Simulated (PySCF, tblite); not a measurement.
Isomers of [C2H8F3NSi2]+ (charge +1 and doublet state), one GFN2-xTB conformer each. Single-point energies are computed at B3LYP/pcH-1 (PySCF, gas phase, no added dispersion term), electronic only. GFN2-xTB treats the open shell by occupation alone, and not every SCF solution was tested for stability.

| SMILES | GFN2-xTB relative energy (kJ/mol) |
| --- | --- |
| FC(F)(F)C[NH+][SiH2][SiH3] | 0.0 |
| C[Si@@H]([NH+][SiH3])C(F)(F)F | 28.4 |

Conformers: `[F:1][C:2]([F:3])([F:4])[CH2:5][NH+:6][SiH2:7][SiH3:8]` (charge +1 and doublet state) with C2–C5–N6–Si7 -63°, C5–N6–Si7–Si8 -147°; `[CH3:1][Si@@H:2]([NH+:3][SiH3:4])[C:5]([F:6])([F:7])[F:8]` (charge +1 and doublet state) with C1–Si2–N3–Si4 -170°.

Problem. What does B3LYP/pcH-1 give for the same structures?

Solution. 
```json
{"SMILES": "C[Si@@H]([NH+][SiH3])C(F)(F)F", "B3LYP/pcH-1 E (Eh)": "-1014.06655", "B3LYP/pcH-1 (kJ/mol)": "0.0", "GFN2-xTB (kJ/mol)": "28.4", "point group": "C1"}
{"SMILES": "FC(F)(F)C[NH+][SiH2][SiH3]", "B3LYP/pcH-1 E (Eh)": "-1014.03630", "B3LYP/pcH-1 (kJ/mol)": "79.4", "GFN2-xTB (kJ/mol)": "0.0", "point group": "C1"}
```

GFN2-xTB puts FC(F)(F)C[NH+][SiH2][SiH3] lowest instead. As drawn, the lower has an Si–C bond, which the higher lacks; the higher has an Si–Si bond, which the lower lacks.

Problem. What happens when harmonic zero-point energies from GFN2-xTB frequencies are added?

Solution. 
```json
{"SMILES": "C[Si@@H]([NH+][SiH3])C(F)(F)F", "ZPE (kJ/mol)": "249.7", "electronic (kJ/mol)": "0.0", "with ZPE (kJ/mol)": "0.0"}
{"SMILES": "FC(F)(F)C[NH+][SiH2][SiH3]", "ZPE (kJ/mol)": "250.9", "electronic (kJ/mol)": "79.4", "with ZPE (kJ/mol)": "80.7"}
```

The zero-point energies span 1.2 kJ/mol. The order is unchanged.
